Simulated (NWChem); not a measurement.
System: CH3Cl2In; SMILES [CH3][In]([Cl])[Cl]

NWChem input:

```
start job
memory heap 200 mb stack 900 mb global 1100 mb
geometry units angstroms noautoz
  In    -0.298520    -0.004410     0.001297
  Cl     1.005123     1.948607    -0.001284
  Cl     1.039609    -1.934423    -0.001099
  C     -2.435698    -0.026928     0.001835
  H     -2.790680    -1.061271     0.093919
  H     -2.792176     0.412626    -0.940079
  H     -2.798130     0.577700     0.844361
end
basis spherical
  * library def2-svpd
end
ecp
  In library def2-ecp
end
dft
  xc pbe0
  iterations 150
end
tddft
  cis
  nroots 6
  notriplet
end
task tddft energy
```

Parts of the log:

```
             Northwest Computational Chemistry Package (NWChem) 7.3.0
             --------------------------------------------------------

 C1  symmetry detected

                             Geometry "geometry" -> ""
                             -------------------------

 Output coordinates in angstroms (scale by  1.889725989 to convert to a.u.)

  No.       Tag          Charge          X              Y              Z
 ---- ---------------- ---------- -------------- -------------- --------------
    1 In                  49.0000    -0.26741854     0.00000023     0.00066924
    2 Cl                  17.0000     1.05192328     1.94244792    -0.00045187
    3 Cl                  17.0000     1.05511498    -1.94073391    -0.00044822
    4 C                    6.0000    -2.40470802    -0.00529364    -0.00100835
    5 H                    1.0000    -2.76810942    -1.03674664     0.09064998
    6 H                    1.0000    -2.75665562     0.43716372    -0.94326662
    7 H                    1.0000    -2.76312871     0.60219549     0.84117548

 Effective nuclear repulsion energy (a.u.)     565.5059313593

                                 NWChem DFT Module
                                 -----------------

 Summary of "ao basis" -> "ao basis" (spherical)
 ------------------------------------------------------------------------------
       Tag                 Description            Shells   Functions and Types
 ---------------- ------------------------------  ------  ---------------------
 In                        def2-svpd                12       32   5s4p3d
 Cl                        def2-svpd                11       27   5s4p2d
 C                         def2-svpd                 8       20   4s2p2d
 H                         def2-svpd                 4        8   2s2p

            General Information
            -------------------
          SCF calculation type: DFT
          Wavefunction type:  closed shell.
          No. of atoms     :     7
          No. of electrons :    64
           Alpha electrons :    32
            Beta electrons :    32
          Charge           :     0
          Spin multiplicity:     1
          Use of symmetry is: off; symmetry adaption is: off
          Maximum number of iterations: 150
          AO basis - number of functions:   130
                     number of shells:    54
          Convergence on energy requested:  1.00D-06
          Convergence on density requested:  1.00D-05
          Convergence on gradient requested:  5.00D-04

              XC Information
              --------------
                         PBE0 Method XC Functional
                     Hartree-Fock (Exact) Exchange  0.250
          PerdewBurkeErnzerhof Exchange Functional  0.750
            Perdew 1991 LDA Correlation Functional  1.000 local
           PerdewBurkeErnz. Correlation Functional  1.000 non-local

             Grid Information
             ----------------
          Grid used for XC integration:  medium
          Radial quadrature: Mura-Knowles
          Angular quadrature: Lebedev.
          Tag              B.-S. Rad. Rad. Pts. Rad. Cut. Ang. Pts.
          ---              ---------- --------- --------- ---------
          In                  1.55      123          12.0       590
          Cl                  1.00       88          13.0       590
          C                   0.70       49          13.0       434
          H                   0.35       45          14.0       434
          Grid pruning is: on
          Number of quadrature shells:   483
          Spatial weights used:  Erf1

      Superposition of Atomic Density Guess
      -------------------------------------

 Sum of atomic energies:       -1175.83079906

      Non-variational initial energy
      ------------------------------

 Total energy =   -1147.871042
 1-e energy   =   -2240.032085
 2-e energy   =     799.223423
 HOMO         =      -0.358622
 LUMO         =      -0.054173

   convergence    iter        energy       DeltaE   RMS-Dens  Diis-err
 ---------------- ----- ----------------- --------- --------- ---------
 d= 0,ls=0.0,diis     1  -1149.8318720364 -1.44D+03  1.26D-02  4.20D-01
 d= 0,ls=0.0,diis     2  -1149.8225455534  9.33D-03  6.15D-03  4.39D-01
 d= 0,ls=0.0,diis     3  -1149.8903607470 -6.78D-02  1.12D-03  1.81D-02
 d= 0,ls=0.0,diis     4  -1149.8926879911 -2.33D-03  3.19D-04  1.50D-03
 d= 0,ls=0.0,diis     5  -1149.8928850599 -1.97D-04  8.76D-05  1.24D-04
  Resetting Diis
 d= 0,ls=0.0,diis     6  -1149.8929033416 -1.83D-05  1.52D-05  2.31D-06
 d= 0,ls=0.0,diis     7  -1149.8929036014 -2.60D-07  3.83D-06  4.57D-08

         Total DFT energy =    -1149.892903601435
      One electron energy =    -2242.444869572692
           Coulomb energy =      879.039432558972
    Exchange-Corr. energy =      -79.425086330644
 Nuclear repulsion energy =      292.937619742929

 Numeric. integr. density =       64.000001323610

                       DFT Final Molecular Orbital Analysis
                       ------------------------------------

 Vector   30  Occ=2.000000D+00  E=-3.297093D-01
              MO Center=  1.0D+00, -2.6D-02, -4.2D-04, r^2= 4.9D+00
   Bfn.  Coefficient  Atom+Function         Bfn.  Coefficient  Atom+Function
  ----- ------------  ---------------      ----- ------------  ---------------
    73     -0.438648  3 Cl pz                46      0.432777  2 Cl pz
    70     -0.336940  3 Cl pz                43      0.332301  2 Cl pz
    67     -0.194986  3 Cl pz                40      0.192301  2 Cl pz
    19     -0.088715  1 In d -1              76     -0.077570  3 Cl pz
    49      0.076562  2 Cl pz                24      0.030274  1 In d -1

 Vector   31  Occ=2.000000D+00  E=-3.238965D-01
              MO Center=  1.0D+00,  1.3D-02, -4.2D-04, r^2= 5.0D+00
   Bfn.  Coefficient  Atom+Function         Bfn.  Coefficient  Atom+Function
  ----- ------------  ---------------      ----- ------------  ---------------
    45      0.331172  2 Cl py                72      0.332735  3 Cl py
    44     -0.293906  2 Cl px                71      0.287758  3 Cl px
    42      0.259347  2 Cl py                69      0.260308  3 Cl py
    41     -0.222673  2 Cl px                68      0.218099  3 Cl px
    39      0.149628  2 Cl py                66      0.150220  3 Cl py

 Vector   32  Occ=2.000000D+00  E=-3.185997D-01
              MO Center=  1.0D-01, -2.8D-02, -3.2D-04, r^2= 5.9D+00
   Bfn.  Coefficient  Atom+Function         Bfn.  Coefficient  Atom+Function
  ----- ------------  ---------------      ----- ------------  ---------------
    71      0.365073  3 Cl px                44      0.357387  2 Cl px
    68      0.285657  3 Cl px                41      0.280134  2 Cl px
    91      0.274417  4 C  px                12     -0.199395  1 In px
    22     -0.165788  1 In d  2              65      0.164531  3 Cl px
     4      0.160958  1 In s                 38      0.161308  2 Cl px

 Vector   33  Occ=0.000000D+00  E=-7.235999D-02
              MO Center= -2.5D-01,  3.2D-03,  1.2D-02, r^2= 6.2D+00
   Bfn.  Coefficient  Atom+Function         Bfn.  Coefficient  Atom+Function
  ----- ------------  ---------------      ----- ------------  ---------------
     4      0.729795  1 In s                  3      0.534152  1 In s
     5      0.426645  1 In s                 90      0.398223  4 C  s
     1     -0.320249  1 In s                 45      0.269019  2 Cl py
    72     -0.268306  3 Cl py                15      0.258436  1 In px
    94     -0.258300  4 C  px                91     -0.256285  4 C  px

 Vector   34  Occ=0.000000D+00  E=-6.009311D-02
              MO Center= -2.8D-01, -1.7D-02, -8.4D-03, r^2= 4.4D+00
   Bfn.  Coefficient  Atom+Function         Bfn.  Coefficient  Atom+Function
  ----- ------------  ---------------      ----- ------------  ---------------
    17      0.620426  1 In pz                14      0.589318  1 In pz
    73     -0.189041  3 Cl pz                46     -0.185944  2 Cl pz
    11     -0.158512  1 In pz                 8     -0.146562  1 In pz
    70     -0.123389  3 Cl pz                43     -0.121707  2 Cl pz
   116      0.119910  6 H  s                124     -0.115870  7 H  s

[...]

                                NWChem TDDFT Module
                                -------------------

            General Information
            -------------------
           No. of orbitals :     260
            Alpha orbitals :     130
             Beta orbitals :     130
        Alpha frozen cores :       0
         Beta frozen cores :       0
     Alpha frozen virtuals :       0
      Beta frozen virtuals :       0
         Spin multiplicity :       1
    Number of AO functions :     130
        Use of symmetry is : off
      Symmetry adaption is : off
         Schwarz screening :  0.10D-07

              XC Information
              --------------
                  PBE0 Method XC Functional
              Hartree-Fock (Exact) Exchange   0.25
   PerdewBurkeErnzerhof Exchange Functional   0.75
     Perdew 1991 LDA Correlation Functional   1.00 local
    PerdewBurkeErnz. Correlation Functional   1.00 non-local

             TDDFT Information
             -----------------
          Calculation type : Tamm-Dancoff TDDFT
         Wavefunction type : Restricted singlets
          No. of electrons :      64
           Alpha electrons :      32
            Beta electrons :      32
              No. of roots :       6
          Max subspacesize :    5200
            Max iterations :     100
               Target root :       1
           Target symmetry : none
      Symmetry restriction : off
                 Algorithm : Optimal
        Davidson threshold :  0.10D-03

    6 smallest eigenvalue differences (eV)
--------------------------------------------------------
  No. Spin  Occ  Vir  Irrep   E(Occ)    E(Vir)   E(Diff)
--------------------------------------------------------
    1    1   32   33 a        -0.319    -0.072     6.701
    2    1   31   33 a        -0.324    -0.072     6.845
    3    1   30   33 a        -0.330    -0.072     7.003
    4    1   32   34 a        -0.319    -0.060     7.034
    5    1   31   34 a        -0.324    -0.060     7.178
    6    1   29   33 a        -0.341    -0.072     7.322
--------------------------------------------------------

  Entering Davidson iterations
  Restricted singlet excited states

  Iter   NTrls   NConv    DeltaV     DeltaE      Time
  ----  ------  ------  ---------  ---------  ---------
    1      6       0     0.11E+00   0.10+100       40.1
    2     12       0     0.28E-01   0.98E-02       46.1
    3     18       0     0.12E-01   0.10E-02       44.4
    4     24       1     0.40E-02   0.27E-03       40.2
    5     29       3     0.10E-02   0.28E-04       36.6
    6     32       4     0.36E-03   0.23E-05       30.2
    7     34       5     0.13E-03   0.22E-06       33.8
    8     35       6     0.85E-04   0.24E-07       30.3
  ----  ------  ------  ---------  ---------  ---------
  Convergence criterion met

  Ground state a       -1149.892903601435 a.u.

  ----------------------------------------------------------------------------
  Root   1 singlet a              0.204937612 a.u.                5.5766 eV
  ----------------------------------------------------------------------------
     Transition Moments    X  0.01312   Y  0.44697   Z  0.00002
     Dipole Oscillator Strength                    0.0273188369
     Electric Quadrupole                           0.0000000008
     Magnetic Dipole                               0.0000001454
     Total Oscillator Strength                     0.0273189830

     Occ.   27  a   ---  Virt.   33  a        0.10386
     Occ.   30  a   ---  Virt.   34  a       -0.17688
     Occ.   31  a   ---  Virt.   33  a       -0.97042
     Occ.   31  a   ---  Virt.   35  a        0.05991
     Occ.   32  a   ---  Virt.   36  a        0.08068
  ----------------------------------------------------------------------------
  Root   2 singlet a              0.207822803 a.u.                5.6551 eV
  ----------------------------------------------------------------------------
     Transition Moments    X  0.00018   Y  0.00560   Z  0.00261
     Dipole Oscillator Strength                    0.0000052918
     Electric Quadrupole                           0.0000001168
     Magnetic Dipole                               0.0000002868
     Total Oscillator Strength                     0.0000056955

     Occ.   29  a   ---  Virt.   36  a        0.06493
     Occ.   30  a   ---  Virt.   33  a        0.99304
     Occ.   30  a   ---  Virt.   35  a       -0.07851
  ----------------------------------------------------------------------------
  Root   3 singlet a              0.208785807 a.u.                5.6814 eV
  ----------------------------------------------------------------------------
     Transition Moments    X  0.88927   Y -0.01039   Z  0.01074
     Dipole Oscillator Strength                    0.1101029765
     Electric Quadrupole                           0.0000000771
     Magnetic Dipole                               0.0000000117
     Total Oscillator Strength                     0.1101030653

     Occ.   28  a   ---  Virt.   33  a       -0.36522
     Occ.   28  a   ---  Virt.   35  a        0.06153
     Occ.   29  a   ---  Virt.   34  a       -0.11422
     Occ.   32  a   ---  Virt.   33  a       -0.91025
     Occ.   32  a   ---  Virt.   34  a       -0.08235
  ----------------------------------------------------------------------------
  Root   4 singlet a              0.209805491 a.u.                5.7091 eV
  ----------------------------------------------------------------------------
     Transition Moments    X -0.08247   Y  0.00077   Z  0.09892
     Dipole Oscillator Strength                    0.0023199136
     Electric Quadrupole                           0.0000000627
     Magnetic Dipole                               0.0000013501
     Total Oscillator Strength                     0.0023213264

     Occ.   29  a   ---  Virt.   33  a        0.15000
     Occ.   32  a   ---  Virt.   33  a        0.07444
     Occ.   32  a   ---  Virt.   34  a       -0.98266
  ----------------------------------------------------------------------------
  Root   5 singlet a              0.215610028 a.u.                5.8670 eV
  ----------------------------------------------------------------------------
     Transition Moments    X  0.00035   Y -0.00454   Z -0.00346
     Dipole Oscillator Strength                    0.0000047060
     Electric Quadrupole                           0.0000000015
     Magnetic Dipole                               0.0000002425
     Total Oscillator Strength                     0.0000049499

     Occ.   31  a   ---  Virt.   34  a       -0.99806
  ----------------------------------------------------------------------------
  Root   6 singlet a              0.221267085 a.u.                6.0210 eV
  ----------------------------------------------------------------------------
     Transition Moments    X  0.00292   Y -0.00004   Z -0.51521
     Dipole Oscillator Strength                    0.0391564593
     Electric Quadrupole                           0.0000000308
     Magnetic Dipole                               0.0000000153
     Total Oscillator Strength                     0.0391565054

     Occ.   28  a   ---  Virt.   34  a        0.06587
     Occ.   29  a   ---  Virt.   33  a        0.97800
     Occ.   29  a   ---  Virt.   35  a       -0.07722
     Occ.   30  a   ---  Virt.   36  a        0.06976
     Occ.   32  a   ---  Virt.   34  a        0.14999

              Target root =      1
          Target symmetry = none
      Ground state energy =  -1149.892903601435
        Excitation energy =      0.204937611825
     Excited state energy =  -1149.687965989611

  stored tddft:energy   -1149.6879659896106
```

Level: PBE0/def2-SVPD with def2 effective core potentials on In, TDA. All runs use the structure optimised with PBE0/def2-SVP. No frequency run checked for a minimum. def2 effective core potentials on In; no spin-orbit coupling.
